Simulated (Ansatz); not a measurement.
Calculated with Ansatz (gas phase, PBE0-D4/def2-TZVP geometries, no zero-point term in ΔE). CCSD(T)/CBS adds triple-zeta CCSD(T) − MP2 to the extrapolated MP2 energy (def2 sets, frozen cores). Functionals use def2-TZVPP. For Ge outer-core shells are correlated without core-valence functions, which leaves a few kJ/mol of doubt a bond. Scalar relativity is left out up to krypton. One conformer a species, not always the lowest.

Consider the formal exchange of groups at the Si–B bond: `F[SiH2]B1CO[SiH2]1` + `[NH2][GeH3]` → `[NH2][GeH2][SiH2]F` + `B1CO[SiH2]1`.

| level | ΔE (kcal/mol) |
| --- | --- |
| B2PLYP | -3.3 |
| SCS-MP2/def2-QZVPP | -3.4 |

Q: What does CCSD(T)/CBS give? (Best estimate.)

A: Ansatz gave: -3.3 kcal/mol. The listed levels differ from it by 0.0, -0.1 kcal/mol.

Largest T1 diagnostic among the species: 0.013.
